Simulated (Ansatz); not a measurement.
HGeI (SMILES [GeH][I]), singlet, geometry from GFN2-xTB (core potentials on I), with bond 3-1 at 1.8 times its length.

Input for Ansatz (a program for electronic structure):
Ansatz 0.2 input:
```yaml
crystal:
  periodic: [false, false, false]
  atoms:
    - {symbol: Ge, position_ang: [-0.87972252, -0.74459809, 1.05222687]}
    - {symbol: H, position_ang: [-1.97115718, -1.23121382, -0.09366623]}
    - {symbol: I, position_ang: [1.72679878, 1.44671685, -1.98215260]}
basis:
  gaussian:
    orbitals: def2-SVP
magnetization: {spin_polarized: false}
correlation: {method: sc_nevpt2, electrons: all, active_space: {window: {electrons: 4, orbitals: 5}}}
```

Q: Give the number of basis functions at the level SC-NEVPT2/def2-SVP, CASSCF(4,5) (Ansatz).

A: 63

Q: Predict the total energy from SC-NEVPT2/def2-SVP, CASSCF(4,5).

A: -64562.6958 eV
